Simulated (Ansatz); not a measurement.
Consider the substitution at a C–N bond: `CNC(C)O` + `N[SiH3]` → `CC(O)N[SiH3]` + CH₃NH₂.

Calculated with Ansatz (gas phase, PBE0-D4/def2-TZVP geometries, no zero-point term in ΔE). CBS: MP2 limit from def2 TZ/QZ plus the TZ coupled-cluster correction, frozen cores. This one scheme is used for every species. One conformer a species, not always the lowest.

| species | MP2/def2-TZVPP energy (Eh) |
| --- | --- |
| `CNC(C)O` | -249.22921 |
| `N[SiH3]` | -346.70257 |
| `CC(O)N[SiH3]` | -500.26822 |
| CH₃NH₂ | -95.66064 |

Work out ΔE.

ΔE = (-500.26822) + (-95.66064) − (-249.22921) − (-346.70257) = 0.00292 Eh = +0.08 eV. CCSD(T)/CBS gives +0.07 eV.

Largest T1 diagnostic among the species: 0.011.
